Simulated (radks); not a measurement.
Problem. Numerical settings for neutral antimony, [Kr] 4d10 5s2 5p3. Calculated with a radial shooting solver on a logarithmic mesh with Libxc functionals: non-relativistic Kohn-Sham, r2SCAN, spin-polarised, spherical densities, point nucleus; open shells are filled with parallel spins first (spin-orbit coupling, left out, can overturn this in heavy ions); meta-GGA in the generalised Kohn-Sham scheme; relativity is left out, which matters for an element this heavy. The defaults (mesh step 0.008 in ln r, mesh end at 40 bohr or more with all orbitals vanishing there, Anderson mixing 0.5 over 9 steps, residual threshold near 1e-9 with the energy settled to 1e-9 hartree or 1e-11 of itself, here a cap of 91 iterations) give E = -6316.002 hartree and 5p at -5.885 eV in 10 iterations. Run on one thread of a shared host, so times are rough (Intel(R) Xeon(R) Platinum 8559C): 0.16 s of CPU time, 0.16 s wall, 10 iterations on 2725 mesh points. One setting is changed at a time: mesh step in ln r 0.2; mesh step in ln r 0.08; mesh step in ln r 0.012; mesh end (bohr) 3; mesh end (bohr) 12; residual threshold 1e-13; residual threshold 1e-05; mixing 2.5; linear mixing, mixing 0.8; linear mixing, mixing 0.5; mixing history 20; iteration cap 5. Which runs fail to converge, and which converge to a wrong energy?

Solution. Not converged within the cap: mesh step in ln r 0.2; mesh step in ln r 0.08; residual threshold 1e-13; iteration cap 5. Settled on a wrong energy, with an occupied level pushed above zero by the early mesh end: mesh end (bohr) 3 (+2.59 hartree). Apart from these: no run marked as converged misses the energy by more than 1 mhartree.
